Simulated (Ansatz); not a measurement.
Job for Ansatz (a first-principles code): R-wB97M-V/def2-TZVPPD on C3H7N (a complex). Files ending in .json are basis or fitting sets from the Basis Set Exchange.

Ansatz 0.2 input:
```yaml
crystal:
  periodic: [false, false, false]
  atoms:
    - {symbol: C, position_ang: [-0.65061802, 0.13229705, 0.32227154]}
    - {symbol: N, position_ang: [0.47092817, 0.11114744, 0.08739268]}
    - {symbol: H, position_ang: [-1.69294343, 0.15183990, 0.54699430]}
    - {symbol: C, position_ang: [-0.71630965, 0.00759992, 3.81697002]}
    - {symbol: C, position_ang: [0.80777832, -0.02586604, 3.87715455]}
    - {symbol: H, position_ang: [-1.10891597, -0.84837469, 3.26296122]}
    - {symbol: H, position_ang: [-1.07264112, 0.91711335, 3.32749543]}
    - {symbol: H, position_ang: [-1.15803818, -0.01975967, 4.81510801]}
    - {symbol: H, position_ang: [1.16249314, -0.93282967, 4.37052433]}
    - {symbol: H, position_ang: [1.19872334, 0.82754152, 4.43455454]}
    - {symbol: H, position_ang: [1.24370259, 0.00144290, 2.87767278]}
basis:
  gaussian:
    orbitals: def2-TZVPPD.json
hamiltonian:
  xc: {name: wB97M-V}
scf: {lower_state_search: off}
```

What total energy does the run end on?

-173.2296 hartree.

How many basis functions does it have, and what does it roughly cost on one machine?

267 functions; roughly 6 core-seconds.
